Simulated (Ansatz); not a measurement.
`C=[CH][Al]([CH3])[SiH3]` + `O[Si](F)(F)F` → `C=CO[Si](F)(F)F` + `[CH3][AlH][SiH3]`  (substitution at a C–Al bond)

Calculated with Ansatz (gas phase, PBE0-D4/def2-TZVP geometries, no zero-point term in ΔE). CCSD(T)/CBS adds triple-zeta CCSD(T) − MP2 to the extrapolated MP2 energy (def2 sets, frozen cores). Functionals use def2-TZVPP. Each species was taken in one conformer, which may not be the lowest.

```tsv
level	ΔE (kJ/mol)
PBE	73.6
HF/def2-TZVPP	71.4
HF/def2-QZVPP	70.9
SCS-MP2/def2-QZVPP	85.6
```

Q: What does CCSD(T)/CBS give? (Best estimate.)

A: Ansatz gave: +85.4 kJ/mol. The listed levels differ from it by -11.8, -14.0, -14.5, 0.2 kJ/mol.

Largest T1 diagnostic among the species: 0.012.

In def2-TZVPP, CCSD(T) changes the Hartree–Fock value by +11.7 kJ/mol (the triples alone add +1.3 kJ/mol) and MP2 by +18.7 kJ/mol.
